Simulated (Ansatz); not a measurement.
Molecule: C₆H₇, net charge -1, singlet state. It need not be the lowest isomer of its formula. Whether it binds its extra electron was not tested at this geometry. 
Coordinates optimised at B3LYP-D3(BJ)/def2-TZVP (Ansatz, a first-principles code):
```xyz
13

C      1.4443    -0.5366    -0.2740
C      1.3690     0.9087     0.2306
C     -0.0997     0.5490     0.7456
C      0.1407    -0.7293     0.1591
C     -1.2863    -0.9597    -0.3222
C     -1.3729     0.6077    -0.1847
H      2.2602    -1.1828    -0.5888
H      1.2980     1.6338    -0.5891
H      2.1029     1.2883     0.9614
H     -1.4309    -1.3794    -1.3223
H     -1.9249    -1.4894     0.3913
H     -1.1686     1.0440    -1.1783
H     -2.3066     1.0460     0.1993
```
Charge -1, spin multiplicity 1.

Basis-set convergence of Hartree-Fock and CCSD(T) correlation energies (hartree) with Ansatz. Correlated levels leave the core frozen unless marked. Spin-orbit coupling is left out. No relativistic terms.

| basis | functions | E(HF) | E(corr, CCSD(T)) |
|---|---|---|---|
| aug-cc-pVDZ | 201 | -231.08578 | -0.96052 |
| aug-cc-pVTZ | 437 | (withheld) | (withheld) |

### Question
What belongs in the gaps?

### Answer

- aug-cc-pVTZ, E(HF): -231.13488
- aug-cc-pVTZ, E(corr, CCSD(T)): -1.11834
